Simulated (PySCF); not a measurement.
# Hartree-Fock beside MP2: GeH2OSi

Calculated results; nothing here was measured. They come from PySCF 2.14.0, an open-source quantum chemistry program, on an isolated molecule that a program drew, which may never have been made. The molecule is GeH2OSi (charge 0, singlet), drawn as the SMILES string `O=[SiH][GeH]`.

The geometry was optimised and harmonic frequencies were computed with HF and MP2, all in the cc-pV(D+d)Z basis, for the commonest isotopes, with a restricted reference for singlets and an unrestricted one otherwise, and a frozen core in MP2. Germanium has the cc-pVDZ-PP basis, with a core potential (ECP10MDF) in place of its 10 inner electrons, and its 3s, 3p and 3d shells are frozen in MP2. Each result is a local minimum of its method.

Geometry at the HF minimum:
```xyz
5
GeH2OSi, angstrom
O    -0.4195    2.0021    0.1180
Si    0.9924    1.4894    0.0262
Ge    1.8526   -0.0633    1.7390
H     1.9248    1.9136   -1.0557
H     1.4922   -1.2798    0.7923
```

Lengths of the bonds as drawn, in Å (atoms numbered as above):
```
bond,HF,MP2
O1-Si2,1.505,1.553
Si2-Ge3,2.467,2.466
Si2-H4,1.490,1.499
Ge3-H5,1.583,1.593
```

Rotational constants, in GHz:
```
constant,HF,MP2
A,26.37,24.81
B,2.198,2.189
C,2.069,2.053
```

Harmonic frequencies in cm^-1, each column in rising order, so a row needn't be the same motion in every method:
| rank | HF | MP2 |
|---|---|---|
| 1 | 128 | 89 |
| 2 | 201 | 186 |
| 3 | 320 | 314 |
| 4 | 422 | 374 |
| 5 | 680 | ? |
| 6 | 879 | 814 |
| 7 | 1294 | 1121 |
| 8 | 2012 | 1962 |
| 9 | 2255 | 2179 |

**Estimate the missing MP2 frequency from the HF column.**

A single factor s that minimises the squared misfit of MP2 against s times HF over the other rows is sum(HF x MP2) / sum(HF^2) = 0.9511, with an rms misfit of 47 cm^-1. For rank 5 it gives 0.9511 x 680 = 647 cm^-1. The calculation gives 611 cm^-1, 36 cm^-1 below the estimate. The drawn bonds are on average 1.1 % longer in MP2 than in HF.
